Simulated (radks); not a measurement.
All-electron atom: Re55+ in [Ar] 3d2. All-electron calculation, scalar-relativistic Kohn-Sham, LB94 model potential, spin-polarised, spherical densities, finite nucleus; open shells are filled with parallel spins first (spin-orbit coupling, left out, can overturn this in heavy ions); Fermi nuclear charge, rms radius 5.3698 fm. Program: a radial shooting solver on a logarithmic mesh with Libxc functionals.

Normalised radial functions P(r) = r R(r), r in bohr:

r         2p down  3p down   3d up
0.001029   0.0201   0.0110  0.0000
0.001429   0.0347   0.0190  0.0001
0.001967   0.0592   0.0324  0.0003
0.002731   0.1020   0.0559  0.0007
0.003761   0.1727   0.0945  0.0016
0.005221   0.2938   0.1605  0.0039
0.00719    0.4866   0.2650  0.0092
0.009981   0.7976   0.4319  0.0219
0.01374    1.2496   0.6700  0.0501
0.01908    1.8844   0.9909  0.1137
0.02628    2.6279   1.3306  0.2426
0.03648    3.3527   1.5614  0.4966
0.05023    3.7318   1.4222  0.9213
0.06973    3.4644   0.6334  1.5488
0.09603    2.5170  -0.7497  2.2089
0.1333     1.2813  -2.1562  2.5758
0.1836     0.4188  -2.5628  2.2746
0.2548     0.0699  -1.7332  1.3638
0.3509     0.0051  -0.6388  0.4931
0.4872     0.0001  -0.1018  0.0829

2p down: eigenvalue -14703.6 eV, 0 radial nodes, <r> = 0.0676 bohr, 90 % of the charge inside 0.110 bohr. 3p down: eigenvalue -5750.2 eV, 1 radial node at r = 0.0817 bohr, <r> = 0.184 bohr, 90 % of the charge inside 0.274 bohr. 3d up: eigenvalue -5325.7 eV, 0 radial nodes, <r> = 0.163 bohr, 90 % of the charge inside 0.249 bohr.
